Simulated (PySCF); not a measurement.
# Spinor energies of Nd⁴²⁺ (neodymium, charge +42)

Start: [Ar]. Calculated with PySCF 2.14 in an uncontracted even-tempered set (18 s from 9.4 bohr⁻², ratio 2.4; 14 p from 12 bohr⁻², ratio 2.4; 4 d from 48 bohr⁻², ratio 2.6; 4 f from 71 bohr⁻², ratio 2.6): generalised Hartree-Fock with the X2C-1e Hamiltonian and a Gaussian nucleus; one run each with spin-orbit coupling (SO) switched off, then screened by Boettger's factors.

```json
{"spinor shell": "1s1/2", "electrons": "2", "ε, spin-free (eV)": "-46300.4", "ε, screened SO (eV)": "-46294.3", "weight of nominal j (screened SO)": "1.000", "rms radius, screened SO (bohr)": "0.0269"}
{"spinor shell": "2s1/2", "electrons": "2", "ε, spin-free (eV)": "-9632.2", "ε, screened SO (eV)": "-9630.4", "weight of nominal j (screened SO)": "1.000", "rms radius, screened SO (bohr)": "0.108"}
{"spinor shell": "2p1/2", "electrons": "2", "ε, spin-free (eV)": "-8876.9", "ε, screened SO (eV)": "-9248.3", "weight of nominal j (screened SO)": "1.000", "rms radius, screened SO (bohr)": "0.0924"}
{"spinor shell": "2p3/2", "electrons": "4", "ε, spin-free (eV)": "-8876.9", "ε, screened SO (eV)": "-8714.8", "weight of nominal j (screened SO)": "1.000", "rms radius, screened SO (bohr)": "0.0981"}
{"spinor shell": "3s1/2", "electrons": "2", "ε, spin-free (eV)": "-3661.7", "ε, screened SO (eV)": "-3661.1", "weight of nominal j (screened SO)": "1.000", "rms radius, screened SO (bohr)": "0.262"}
{"spinor shell": "3p1/2", "electrons": "2", "ε, spin-free (eV)": "-3414.4", "ε, screened SO (eV)": "-3505.1", "weight of nominal j (screened SO)": "1.000", "rms radius, screened SO (bohr)": "0.251"}
{"spinor shell": "3p3/2", "electrons": "4", "ε, spin-free (eV)": "-3414.4", "ε, screened SO (eV)": "-3374.4", "weight of nominal j (screened SO)": "1.000", "rms radius, screened SO (bohr)": "0.261"}
```

| quantity | spin-free | screened SO |
| --- | --- | --- |
| E (hartree) | -8104.46906 | -8109.19688 |
| M_J | 0 | 0 |
| ⟨J²⟩ | 0.000 | 0.000 |
| ⟨L²⟩ | 0.000 | 0.022 |
| ⟨S²⟩ | 0.000 | 0.022 |

Breit and QED terms are absent; they matter most for the inner s and p1/2 levels.

Densities and radii are taken from the X2C orbitals without a picture-change correction, which distorts them close to the nucleus.

Without spin-orbit coupling the j labels of p, d and f shells carry no meaning; the spin-free column gives the mean over the occupied spinors of each nl shell.
